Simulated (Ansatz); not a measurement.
Compare A (`C#COC[SiH3]`) with its isomer B (`C#C[SiH2]CO`).

Calculated with Ansatz (gas phase, PBE0-D4/def2-TZVP geometries, no zero-point term in ΔE). CCSD(T)/CBS is the MP2 limit (def2-TZVPP, def2-QZVPP) plus CCSD(T) − MP2 in def2-TZVPP, frozen cores. Functionals use def2-TZVPP. One conformer a species, not always the lowest.

Task: Which is lower in electronic energy at CCSD(T)/CBS, and by how much? (Estimate.)

Result: Ansatz gave: B, by 130.2 kJ/mol.

Task: Give E(B) − E(A) in kJ/mol with CCSD/def2-TZVPP, ωB97M-V, r2SCAN-D4, LDA (SPW92), CCSD(T)/def2-SVP, B2PLYP, CCSD(T)/def2-TZVPP. (Estimate.)

Result: Computed: CCSD/def2-TZVPP -125.8, ωB97M-V -120.7, r2SCAN-D4 -117.4, LDA (SPW92) -99.8, CCSD(T)/def2-SVP -104.7, B2PLYP -120.4, CCSD(T)/def2-TZVPP -125.8. None reverses the order clearly.

Task: Does the order hold for the free energy at 298.15 K (harmonic terms from PBE0-D4)? (Estimate.)

Result: Computed: Yes: G(B) − G(A) = -120.6 kJ/mol, for one conformer each. Modes under 60 cm⁻¹, often nearly free rotors, make the harmonic entropy too high.

Largest T1 diagnostic: 0.013.

From PBE to PBE0 (25 % exact exchange), in def2-TZVPP and without D4, E(B) − E(A) moves by −3.7 kJ/mol. In def2-TZVPP, CCSD(T) changes the Hartree–Fock value by −8.2 kJ/mol (the triples alone add +0.0 kJ/mol) and MP2 by −13.3 kJ/mol.
